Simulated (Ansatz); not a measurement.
C2H8O2Si (`CC[SiH](O)O`). Total charge 0; spin multiplicity 1. Geometry: relaxed with PBE0-D4/def2-TZVP. It is one conformer, not always the lowest.

```xyz
13

C     0.431   -1.741    0.240
C    -0.205   -0.650   -0.620
Si   -0.399    0.976    0.259
O    -1.137    2.118   -0.669
O     1.127    1.418    0.698
H     1.432   -1.451    0.566
H    -0.162   -1.935    1.138
H     0.516   -2.684   -0.305
H    -1.195   -0.962   -0.971
H     0.397   -0.481   -1.522
H    -1.278    0.884    1.453
H    -0.745    2.316   -1.522
H     1.219    2.191    1.256
```

Problem. What is the dipole moment at B3LYP/def2-TZVPP? (Estimate.)

Solution. Ansatz gave: 0.90 D, with components (0.61, 0.26, -0.62) D in this frame, pointing from negative to positive charge.

Problem. And with PBE, r2SCAN, ωB97M-V? (Best estimate.)

Solution. Computed: PBE 0.94 D, r2SCAN 0.95 D, ωB97M-V 0.94 D.

Problem. Give the Mulliken charges with B3LYP, PBE, r2SCAN in def2-TZVPP. (An estimate is asked.)

Solution. Computed: 
```tsv
atom	B3LYP	PBE	r2SCAN
C1	-0.26	-0.26	-0.14
C2	-0.23	-0.22	-0.18
Si3	0.65	0.53	0.66
O4	-0.40	-0.36	-0.42
O5	-0.40	-0.36	-0.42
H6	0.10	0.10	0.06
H7	0.08	0.08	0.05
H8	0.08	0.08	0.04
H9	0.08	0.08	0.05
H10	0.07	0.07	0.04
H11	-0.12	-0.12	-0.12
H12	0.18	0.18	0.20
H13	0.18	0.18	0.20
```

B3LYP here is the variant with VWN-RPA as its local correlation; programs differ in this.
